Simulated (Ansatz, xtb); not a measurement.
**A geometry optimisation of F2GaH3OSi with r2SCAN-D4/def2-SVP**

The starting geometry of this gas-phase singlet was built from a drawn formula by distance geometry; its bonds are those of `F[SiH2][O][GaH][F]`.

```xyz
8

F     1.0360   -0.2749   -0.8578
F    -1.0599    0.6183    2.6408
Ga   -1.7112    0.6520    0.9492
O    -1.4601   -0.8859    0.1192
Si    0.0550   -1.5582   -0.3614
H     0.6347   -2.1980    0.7883
H    -0.0963   -2.4659   -1.4814
H    -1.0000    1.8010    0.1239
```

Problem. Predict what it relaxes into with r2SCAN-D4/def2-SVP.

Solution. It keeps its bonds, and is `F[SiH2][O][GaH][F]`.

The energy falls by 1.15 eV over 24 steps:

```
step  E − E(last) (eV)
   1             1.154
   4             0.074
   6             0.047
   9             0.041
  11             0.021
  14             0.005
  16             0.001
  19             0.000
  21             0.000
  24             0.000
```

Final geometry (Å):

```tsv
atom	x (Å)	y (Å)	z (Å)
F	1.5923	-0.9136	-0.3833
F	-0.4997	0.7860	2.3264
Ga	-1.4192	0.8663	0.8410
O	-1.0296	-0.4731	-0.2561
Si	0.1360	-1.6327	-0.3525
H	0.1126	-2.5353	0.8277
H	-0.0351	-2.3636	-1.6321
H	-2.4591	1.9544	0.5498
```

From the same start GFN2-xTB reaches the same bonding as this run.

No frequencies were run, so the end isn't proven a minimum. Run with Ansatz 0.2.0, 68 s on 2 threads of Arm Neoverse V1, with other jobs on the host.
